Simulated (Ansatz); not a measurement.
Basis sets compared for closo-1-SB4 (no H on S) (B₄H₄S). The state is a singlet with charge 0. Geometry PBE0-D4/def2-SVP. Ansatz on 4 threads of Intel Xeon on a shared host; times are rough, and most runs start from earlier orbitals.

```xyz
9

B    -0.1699   -0.0422   -1.0849
B     0.5557   -0.8413    0.4373
S    -1.1807   -1.2919   -0.1154
B     0.6982    0.7640    0.0682
B    -0.8237    0.4043    0.6048
H    -0.2445    0.0356   -2.2781
H     1.2864   -1.6504    0.9338
H     1.5025    1.6441    0.1469
H    -1.6239    0.9778    1.2873
```

Binding counts from free atoms (B doublet, S triplet, H doublet) in the same basis, without a counterpoise term.

```tsv
level	functions	energy (Eh)	HOMO (eV)	LUMO (eV)	binding per atom (eV)	wall time
HF/STO-3G	33	-492.9822	-8.89	5.99	4.20	0.62 s
HF/def2-TZVP	185	-498.6090	-10.55	2.18	2.96	2.9 s
PBE-D4/def2-SVP	94	-499.4820	-7.16	-2.13	4.11	2.3 s
PBE-D4/def2-TZVP	185	-499.7260	-7.18	-2.24	4.08	4.1 s
r2SCAN-D4/def2-TZVP	185	-499.9640	-7.37	-2.03	4.03	7 s
PBE0-D4/def2-SVP	94	-499.5416	-8.28	-1.26	4.07	2.1 s
PBE0-D4/def2-TZVP (with forces)	185	-499.7818	-8.25	-1.33	4.02	8.5 s
```

Q: Estimate the rows for PBE-D4/def2-TZVPD, r2SCAN-D4/def2-TZVPD, PBE0-D4/def2-TZVPD.

A: 
```tsv
level	functions	energy (Eh)	HOMO (eV)	LUMO (eV)	binding per atom (eV)	wall time
PBE-D4/def2-TZVPD	230	-499.7265	-7.19	-2.26	4.08	7.5 s
r2SCAN-D4/def2-TZVPD	230	-499.9644	-7.37	-2.04	4.03	10 s
PBE0-D4/def2-TZVPD	230	-499.7822	-8.26	-1.36	4.02	8 s
```
